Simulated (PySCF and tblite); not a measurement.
C3H5F3O, numbered as in [OH:1][CH2:2][CH2:3][C:4]([F:5])([F:6])[F:7].

Search: ETKDG and KDG, MMFF94s, GFN2-xTB, 90 starts; geometries at PBE0-D3(BJ)/def2-SVP. Energies: PBE0-D3(BJ)/def2-TZVP, with GFN2-xTB thermal terms (modes under about 100 cm⁻¹ blended into free rotors). Symmetry numbers and mirror images are counted. Conformers within 4 kcal/mol (GFN2-xTB free energy) were kept, 7 at most. Couplings: B3LYP/pcSseg-1 with pcJ-1 on H, F (gas phase; spin-dipole term only for pairs with B, N, F, Si or P). Couplings are for ¹⁹F, ¹H; a prime marks the second kind of pair between the same two sets of atoms. (PySCF 2.14, tblite 0.8.)

Torsions listed: H1–O1–C2–C3, O1–C2–C3–C4. Of a mirror pair one member is shown.

| conformer | shape | weight % |
| --- | --- | --- |
| 1 | -60°, 73° | 56.0 |
| 2 | -179°, -178° | 18.7 |
| 3 | -69°, -177° | 15.4 |
| 4 | -172°, 68° | 7.0 |
| 5 | 54°, 55° | 2.9 |

Question: Give the couplings in each conformer and the averages at 298.15 K (pairs that fast motion interchanges averaged).

Answer: 
| coupling | pairs | 1 | 2 | 3 | 5 | average (Hz) |
| --- | --- | --- | --- | --- | --- | --- |
| ⁵J(H1,F5) | 3 | -3.4 | 0.9 | 0.1 | 0.0 | -1.8 |
| ³J(H3,F5) | 6 | 11.0 | 10.2 | 10.0 | 9.7 | 10.6 |
| ³J(H1,H2) | 2 | 9.4 | 1.4 | 10.4 | 9.1 | 7.9 |
| ⁴J(H1,H3) | 2 | -0.7 | -0.5 | -0.2 | -0.4 | -0.6 |
| ²J(H2,H2) | 1 | -14.7 | -8.2 | -13.8 | -14.2 | -13.2 |
| ³J(H2,H3) | 2 | 8.7 | 5.5 | 5.3 | 8.2 | 7.5 |
| ³J(H2,H3′) | 2 | 2.1 | 13.9 | 13.8 | 4.5 | 6.5 |
| ²J(H3,H3) | 1 | -16.4 | -15.5 | -14.9 | -16.9 | -16.0 |

Computed couplings to fluorine can be off by tens of per cent at such levels.

F–F couplings are left out: such levels miss them by tens of Hz and can give the wrong sign.
